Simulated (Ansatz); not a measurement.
Reaction (substitution at a C–S bond): `C#CSB[SiH2]C` + H₂Te → `C#C[TeH]` + `C[SiH2]BS`

Calculated with Ansatz (gas phase, PBE0-D4/def2-TZVP geometries, no zero-point term in ΔE). CCSD(T)/CBS is the MP2 limit (def2-TZVPP, def2-QZVPP) plus CCSD(T) − MP2 in def2-TZVPP, frozen cores. DFT in def2-TZVPP. B3LYP here is the variant with VWN-RPA as its local correlation; programs differ in this. Elements past krypton have def2 core potentials. For Te outer-core shells are correlated without core-valence functions, which leaves a few kJ/mol of doubt a bond. One conformer a species, not always the lowest.

```
             level  ΔE (kcal/mol)  difference from CCSD(T)/CBS
         r2SCAN-D4           -7.0                          5.4
          B3LYP-D4          -13.2                         -0.8
        r2SCANh-D4           -7.3                          5.1
        r2SCAN0-D4           -7.7                          4.7
      CAM-B3LYP-D4          -14.2                         -1.8
               PBE           -7.1                          5.3
              BLYP          -16.1                         -3.7
             BHLYP          -18.3                         -5.9
RPA@PBE/def2-TZVPP          -12.3                          0.1
     MP2/CBS(def2)           -7.1                          5.3
       CCSD(T)/CBS          -12.4                            0
```

Largest T1 diagnostic among the species: 0.014.

From r2SCAN to r2SCAN0 (25 % exact exchange), in def2-TZVPP and without D4, ΔE moves by −0.8 kcal/mol. The D4 term adds +2.8 kcal/mol with B3LYP and +1.5 kcal/mol with PBE0; it sums over pairs of atoms, weighted by their polarisabilities, and B3LYP, whose exchange is more repulsive, gets the larger term. In def2-TZVPP, CCSD(T) changes the Hartree–Fock value by +15.4 kcal/mol (the triples alone add +3.2 kcal/mol) and MP2 by +20.8 kcal/mol.
